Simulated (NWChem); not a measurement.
# TiOCl$_{2}$; SMILES [O]=[Ti]([Cl])[Cl]

Computed with NWChem. All runs use the structure optimised with PBE0/def2-SVP. B3LYP is NWChem's, with the RPA form of VWN correlation. Static field.

For level LDA (Slater exchange, VWN5)/def2-SVPD:

```
Quantity                          Value
--------------------------------  -----
isotropic polarisability (bohr³)   66.1
anisotropy (bohr³)                 37.4
```

Q: How do the values read with level B3LYP/def2-SVPD instead?

A: The isotropic polarisability (bohr³) is 63.5 and the anisotropy (bohr³) comes out as 33.8.
